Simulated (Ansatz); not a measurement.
IrO3, SMILES [O]=[Ir](=[O])=[O] (connectivity only; charge and spin as stated), neutral, multiplicity 4. Atoms are numbered in the order given.

```xyz
4

Ir     0.0000     0.0000     0.0000
O     -1.7291     0.0000     0.0000
O      0.8646     1.4975     0.0000
O      0.8646    -1.4975     0.0000
```
Charge 0, spin multiplicity 4.

Geometry optimised at PBE0-D3(BJ)/def2-TZVP. The multiplicity is an assumed one; other spin states were not compared. The def2 effective core potentials stand for the cores of Ir; spin–orbit coupling is left out.

Two levels are set side by side: PBE-D3(BJ)/def2-TZVP (Ansatz, a first-principles code) and PBE0-D3(BJ)/def2-TZVP (Ansatz). Each level has its own optimised geometry; the coordinates shown are those of the second. Differences are taken from unrounded values.

```json
[
 {"quantity": "mean bond length (Å)", "PBE0-D3(BJ)": "1.729", "PBE-D3(BJ)": "1.755", "PBE-D3(BJ) minus PBE0-D3(BJ)": "0.026"},
 {"quantity": "bond Ir1–O2 (Å)", "PBE0-D3(BJ)": "1.729", "PBE-D3(BJ)": "1.755", "PBE-D3(BJ) minus PBE0-D3(BJ)": "0.026"},
 {"quantity": "bond Ir1–O3 (Å)", "PBE0-D3(BJ)": "1.729", "PBE-D3(BJ)": "1.755", "PBE-D3(BJ) minus PBE0-D3(BJ)": "0.026"},
 {"quantity": "bond Ir1–O4 (Å)", "PBE0-D3(BJ)": "1.729", "PBE-D3(BJ)": "1.755", "PBE-D3(BJ) minus PBE0-D3(BJ)": "0.026"}
]
```

Exact exchange shortens and stiffens bonds; PBE has none. Differences between two approximate levels are no errors against the true value.
